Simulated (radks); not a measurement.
The numbers below are computed, except where a source is named.
Valence configurations of the tungsten ion W2+ (all share [Xe]). Level of theory: Dirac Kohn-Sham, PBEsol, spin-unpolarised, spherical densities, point nucleus; open shells are shared between the two j in proportion to 2j + 1 (a radial shooting solver on a logarithmic mesh with Libxc functionals). Energies are relative to 4f14 5d4; eigenvalues in eV.

4f14 5d4: E (eV) 0.000; e(4f5/2) -50.466; e(4f7/2) -48.227; e(5d3/2) -20.406; e(5d5/2) -19.566
4f14 5d2 6s2: E (eV) 2.992; e(4f5/2) -56.941; e(4f7/2) -54.699; e(5d3/2) -24.751; e(5d5/2) -23.786
4f14 6s2 6p2: E (eV) 25.511; e(4f5/2) -66.943; e(4f7/2) -64.693; e(6p1/2) -18.817
4f14 5d3 6s1: E (eV) 1.061; e(4f5/2) -53.606; e(4f7/2) -51.366; e(5d3/2) -22.534; e(5d5/2) -21.633
4f14 5d2 6s1 6p1: E (eV) 10.020; e(4f5/2) -58.389; e(4f7/2) -56.145; e(5d3/2) -25.935; e(5d5/2) -24.949; e(6p1/2) -16.398
4f14 5d2.5 6s1.5: E (eV) 1.912; e(4f5/2) -55.251; e(4f7/2) -53.009; e(5d3/2) -23.632; e(5d5/2) -22.700
4f13 5d4 6p1: E (eV) 42.196; e(4f5/2) -64.626; e(4f7/2) -62.292; e(5d3/2) -25.498; e(5d5/2) -24.462; e(6p1/2) -15.810
4f14 5d3.5 6s0.5: E (eV) 0.428; e(4f5/2) -52.010; e(4f7/2) -49.771; e(5d3/2) -21.457; e(5d5/2) -20.587
4f13.5 5d3.5 6s0.5 6p0.5: E (eV) 20.577; e(4f5/2) -59.061; e(4f7/2) -56.774; e(5d3/2) -24.021; e(5d5/2) -23.052; e(6p1/2) -15.255
4f14 5d3.5 6p0.5: E (eV) 3.671; e(4f5/2) -52.737; e(4f7/2) -50.497; e(5d3/2) -22.064; e(5d5/2) -21.183; e(6p1/2) -14.579

NIST lists [Xe] 4f14 5d4 as the ground configuration; this level of theory agrees among the configurations tried. The energies are those of spherical spin-averaged densities, not of single terms.
